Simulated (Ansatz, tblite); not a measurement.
Isomers of Ga₂Se₄⁻ (doublet), found by a short tight-binding search and relaxed with PBE-D4/def2-SVPD in Ansatz.

The xTB rows come from tblite.

Other spin states weren't relaxed.

A:

Cartesian coordinates in Å:
```
Ga -0.4715 -0.7792 -1.1917
Ga 0.4697 0.7792 1.1925
Se -0.5928 1.5841 -0.8014
Se 1.1882 1.9615 2.9987
Se -1.1806 -1.9608 -3.0022
Se 0.5870 -1.5846 0.8041
```

B:

Cartesian coordinates in Å:
```
Ga 0.224 0.153 -2.524
Ga 0.417 0.225 1.129
Se -1.708 -0.763 0.649
Se -1.671 -1.128 -1.733
Se 1.060 0.588 3.268
Se 1.679 0.924 -0.789
```

Problem. Estimate their order by electronic energy at r2SCAN0-D4/def2-SVP, counted from the lowest.

Solution. A (0.0) < B (22.2), in kcal/mol.

Problem. Do the other levels pick the same lowest one?

Solution. All that were run do. Energies above each level's lowest (kcal/mol):

```tsv
level	A	B
GFN2-xTB	0.0	17.9
PBE-D4/def2-SVP	0.0	19.8
revPBE-D4/def2-SVP	0.0	19.5
r2SCAN-D4/def2-SVP	0.0	23.5
PBE0-D4/def2-SVP	0.0	20.9
r2SCAN0-D4/def2-SVP	0.0	22.2
```
Point groups (tolerance 0.1 Å): A D2h, B not assigned. Lower isomers may exist.
